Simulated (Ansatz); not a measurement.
System: Si$_{2}$H$_{4}$, charge 0, multiplicity 1. SMILES: [SiH][SiH3]
Coordinates optimised at B3LYP-D3(BJ)/def2-TZVP (Ansatz, a first-principles code):
```xyz
6

Si     0.0071     1.0500     0.8096
H     -0.4184     1.8608    -0.4081
Si     0.0198    -0.9006    -0.5838
H      0.9769    -0.6998    -1.7070
H     -1.3363    -1.1013    -1.1659
H      0.4013    -2.1512     0.1194
```

Atomisation energy built up term by term with Ansatz (kcal/mol; UHF references for open shells; valence terms freeze the core; atomic spin-orbit terms are left out). Basis-set limits of correlation are two-point, X^-3; Hartree-Fock from the larger set.

The Hartree-Fock reference is unstable (checked in the largest basis), which strains HF and MP2. 

```tsv
term	basis	kcal/mol
Hartree-Fock	cc-pV(Q+d)Z	272.84
CCSD correlation	CBS(cc-pV(T+d)Z,cc-pV(Q+d)Z)	90.83
(T)	CBS(cc-pV(T+d)Z,cc-pV(Q+d)Z)	3.38
core correlation	cc-pwCVTZ	-0.14
scalar relativity (X2C)	cc-pVTZ-DK against cc-pVTZ	-0.83
sum: De		366.1
```

(T) makes 0.9 % of the CCSD(T) atomisation energy; under 5 % is typical of single-reference molecules.
